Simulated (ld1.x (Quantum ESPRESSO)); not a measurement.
## What one change does to a pseudopotential (cerium (Ce), TM semilocal)

```
Element                 : Ce (Z = 58)
Generator               : ld1.x (Quantum ESPRESSO) 7.5
Type                    : norm-conserving Troullier–Martins (semilocal form)
Functional              : LDA (PZ)
Relativity              : scalar-relativistic
Frozen core             : [Kr] 4d10 5s2
Valence charge          : 10
Reference configuration : 4f1 5p6 5d1 6s1.5 6p0 (charge +0.5)
Partial waves           : 5p (bound): rc 2.80 bohr; 5d (bound): rc 2.40 bohr; 4f (bound): rc 1.65 bohr; 6s (bound): rc 3.20 bohr
Local potential         : the s channel
Core correction         : Bessel-smoothed model core inside 1.70 bohr
```

All-electron outer shells of the reference configuration (LDA (PZ), scalar-relativistic, ld1.x):

```tsv
shell	level (eV)	outermost node (bohr)	outermost maximum (bohr)
4d	-113.30	0.31	0.66
5s	-43.58	0.75	1.37
5p	-26.15	0.81	1.53
4f	-8.47	–	0.71
6s	-6.25	1.81	3.59
5d	-5.86	0.92	2.18
6p	-3.44	2.14	4.60
```

Change: core correction Bessel-smoothed model core inside 1.88 bohr.

Cutoffs: the cutoffs (Ry, on a coarse ladder) from which the occupation-weighted sum of valence levels, in a spherical-Bessel basis at the reference potential, stays within 10 and 1 mRy of its value at 400 Ry; they do not see the model core or the augmentation charge, which bear on the density cutoff. Errors are all-electron minus pseudo energies relative to the spin-unpolarised reference configuration.

Question: Predict the effect on cutoff, ghosts and configuration errors.

Answer: The potential gets neither clearly harder nor softer (120 Ry and 140 Ry → 120 Ry and 140 Ry); of the 9 tests that both files solve, the error grows in 3 and shrinks in 1 by more than 15 % and 0.3 meV (median size 105.4 → 85.1 meV); neither file shows a bound ghost at the reference potential, the only one tested. A semilocal file is local in each channel, so a ghost entry of none says nothing of the separable form that plane-wave codes build from it. A wider model core is smoother and lowers the density cutoff, which this test does not measure.

| quantity | base | changed |
| --- | --- | --- |
| cutoff, loose | 120 Ry | 120 Ry |
| cutoff, tight | 140 Ry | 140 Ry |
| bound ghosts | none | none |
| error for 4f1 5p6 5d1 6s2 6p0, meV [ΔE -2.53 eV] | +1.0 | +1.0 |
| error for 4f1 5p6 5d1 6s1 6p0, meV [ΔE 3.74 eV] | -0.3 | -0.3 |
| error for 4f1 5p6 5d1 6s0 6p0, meV [ΔE 15.09 eV] | -6.2 | -6.1 |
| error for 4f2 5p6 5d0 6s2 6p0, meV [ΔE -2.91 eV] | -10 | +8.5 |
| error for 4f2 5p6 5d0 6s1 6p0, meV [ΔE 2.91 eV] | -105 | -85 |
| error for 4f2 5p6 5d1 6s0 6p0, meV [ΔE 3.75 eV] | -217 | -199 |
| error for 4f0 5p6 5d1 6s2 6p0, meV [ΔE 10.18 eV] | +166 | +201 |
| error for 4f1 5p6 5d1 6s1.5 6p0 (spin-polarised), meV [ΔE -0.44 eV] | +207 | +258 |
| error for 4f1 5p6 5d1 6s2 6p0 (spin-polarised), meV [ΔE -2.84 eV] | +208 | +259 |
| s: phases at 3.52 bohr within 0.05 rad from the reference energy up to (Ry; the scan ends near 5) | 0.7 | 0.7 |
| p: phases at 3.52 bohr within 0.05 rad from the reference energy up to (Ry; the scan ends near 5) | -0.4 | -0.4 |
| d: phases at 3.52 bohr within 0.05 rad from the reference energy up to (Ry; the scan ends near 5) | 1.4 | 1.4 |
| f: phases at 3.52 bohr within 0.05 rad from the reference energy up to (Ry; the scan ends near 5) | 0.6 | 0.6 |

Base: These tests converged, but a pseudo level misses the all-electron one widely, so the file describes the atom poorly there or has found another state: 4f1 5p6 5d1 6s1 6p0: empty 6p by 3.9 eV; 4f1 5p6 5d1 6s0 6p0: empty 6p by 7.1 eV; 4f0 5p6 5d1 6s2 6p0: empty 6p by 4.4 eV. Changed file: These tests converged, but a pseudo level misses the all-electron one widely, so the file describes the atom poorly there or has found another state: 4f1 5p6 5d1 6s1 6p0: empty 6p by 3.9 eV; 4f1 5p6 5d1 6s0 6p0: empty 6p by 7.1 eV; 4f0 5p6 5d1 6s2 6p0: empty 6p by 4.4 eV.
